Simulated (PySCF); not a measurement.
CeO₂ was optimised in PySCF in the def2-TZVP basis family (density fitting, no spin–orbit coupling) with several functionals.

One of them gave a singlet of C2v symmetry with a mean bond of 1.820 Å to Ce, wavenumbers 72, 790, 793 cm⁻¹ and a HOMO–LUMO gap of 4.46 eV.

Question: Which level of theory was it?
A. B3LYP
B. PBE
C. PBE0

Answer: A. That is B3LYP, with Ce–O 1.820 Å (×2). The others give PBE 1.831 Å and 774 cm⁻¹ for the highest mode; PBE0 1.799 Å and 821 cm⁻¹ for the highest mode.

Only the bonding shown was studied: isomers, or loss of a ligand pair, can lie lower.
